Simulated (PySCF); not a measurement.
CH6ClGeP.
Z-matrix (Å and degrees, PBE0-D3(BJ)/def2-SVP geometry), rows numbered from 1:
```
C 
Ge  1  1.9439
P   2  2.3208  1  115.24
Cl  2  2.1725  1  106.70  3   116.33
H   1  1.0999  2  110.08  3    63.60
H   1  1.0990  2  109.46  3   -56.38
H   1  1.0995  2  109.97  3  -176.05
H   2  1.5404  1  112.32  3  -127.48
H   3  1.4318  2   92.36  1   -51.53
H   3  1.4293  2   92.16  1    41.62
```

Method: PySCF 2.14.0, PBE0-D3(BJ)/def2-SVP geometry optimisation, gas phase.

Take the most abundant isotopes and a rigid rotor. The values belong to one conformer with, in the numbering `[CH3:1][Ge@@H:2]([PH2:3])[Cl:4]`, C1–Ge2–P3–H -52° and 42°.

(1) What are A, B and C (MHz)?

(2) What kind of rotor is it?

(3) What does the inertial defect say?

(4) Give the other two planar moments, Paa and Pbb, and the rms extents of the mass along the axes.

(5) Predict some low-J microwave lines.

(6) Estimate the classical rotational partition function at 10 K, 25 K and 298.15 K.

Results:

(1) Ia = 154.10, Ib = 248.08, Ic = 351.19 u·Å²; 505379 MHz·u·Å²/I gives A = 3280, B = 2037, C = 1439 MHz.

(2) An asymmetric top. Ray's parameter κ = (2B − A − C)/(A − C) = -0.350; −1 is the prolate and +1 the oblate limit.

(3) Not planar: Δ = Ic − Ia − Ib = -50.99 u·Å². For a rigid frame Δ = −2 Σ m c², so Σ m c² = 25.49 u·Å² lies off the ab plane: 9.55 from hydrogen and 15.95 from heavier atoms. The atom farthest from that plane is 1.84 Å away.

(4) Paa = Σ m a² = (Ib + Ic − Ia)/2 = 222.59 and Pbb = Σ m b² = (Ia + Ic − Ib)/2 = 128.60 u·Å². With the mass M = 157.91 u, the rms extents √(P/M) along a, b and c are 1.19, 0.90, 0.40 Å.

(5) The dipole components are |μa| = 1.24 D, |μb| = 2.59 D, |μc| = 0.34 D. The squared components, which scale the intensities, stand as 0.23 : 1.00 : 0.02 (a : b : c). Some lines, for components of 0.1 D or more:

```json
{"type": "a", "branch": "Q", "J(Ka,Kc)": "3(2,1) ← 3(2,2)", "MHz": "773", "lower level (cm⁻¹)": "0.901"}
{"type": "c", "branch": "Q", "J(Ka,Kc)": "2(1,2) ← 2(0,2)", "MHz": "814", "lower level (cm⁻¹)": "0.342"}
{"type": "c", "branch": "Q", "J(Ka,Kc)": "3(2,2) ← 3(1,2)", "MHz": "2956", "lower level (cm⁻¹)": "0.803"}
{"type": "a", "branch": "R", "J(Ka,Kc)": "1(0,1) ← 0(0,0)", "MHz": "3476", "lower level (cm⁻¹)": "0.000"}
{"type": "b", "branch": "R", "J(Ka,Kc)": "3(1,2) ← 2(2,1)", "MHz": "7473", "lower level (cm⁻¹)": "0.554"}
{"type": "b", "branch": "Q", "J(Ka,Kc)": "4(3,2) ← 4(2,3)", "MHz": "8201", "lower level (cm⁻¹)": "1.361"}
{"type": "b", "branch": "R", "J(Ka,Kc)": "3(0,3) ← 2(1,2)", "MHz": "9011", "lower level (cm⁻¹)": "0.369"}
{"type": "a", "branch": "R", "J(Ka,Kc)": "3(1,3) ← 2(1,2)", "MHz": "9437", "lower level (cm⁻¹)": "0.369"}
{"type": "b", "branch": "R", "J(Ka,Kc)": "3(1,3) ← 2(0,2)", "MHz": "10251", "lower level (cm⁻¹)": "0.342"}
{"type": "b", "branch": "Q", "J(Ka,Kc)": "4(4,0) ← 4(3,1)", "MHz": "10361", "lower level (cm⁻¹)": "1.641"}
{"type": "a", "branch": "R", "J(Ka,Kc)": "4(2,3) ← 3(2,2)", "MHz": "13770", "lower level (cm⁻¹)": "0.901"}
{"type": "a", "branch": "R", "J(Ka,Kc)": "4(2,2) ← 3(2,1)", "MHz": "14988", "lower level (cm⁻¹)": "0.927"}
{"type": "c", "branch": "R", "J(Ka,Kc)": "3(3,1) ← 2(2,1)", "MHz": "18230", "lower level (cm⁻¹)": "0.554"}
{"type": "c", "branch": "R", "J(Ka,Kc)": "4(2,2) ← 3(1,2)", "MHz": "18717", "lower level (cm⁻¹)": "0.803"}
{"type": "b", "branch": "R", "J(Ka,Kc)": "4(4,1) ← 3(3,0)", "MHz": "24704", "lower level (cm⁻¹)": "1.163"}
```

(6) Point group C1, symmetry number σ = 1; q = (√π/σ)·√((kT/h)³/(ABC)), k/h = 20836.6 MHz/K: 1720 at 10 K, 6800 at 25 K, 280000 at 298.15 K.

Stationary, but not proved a minimum. No vibrational averaging or centrifugal distortion is included, and the geometry carries the error of its method. A rigid rotor knows nothing of internal rotation, which can split or shift real lines. Quadrupole hyperfine structure (35Cl) is left out.

On one thread of an Intel Xeon Platinum 8259CL at 2.50 GHz, no GPU (shared host), this took 34 s wall and 0.49 GiB of memory at its peak. That covers the optimisation of the geometry.
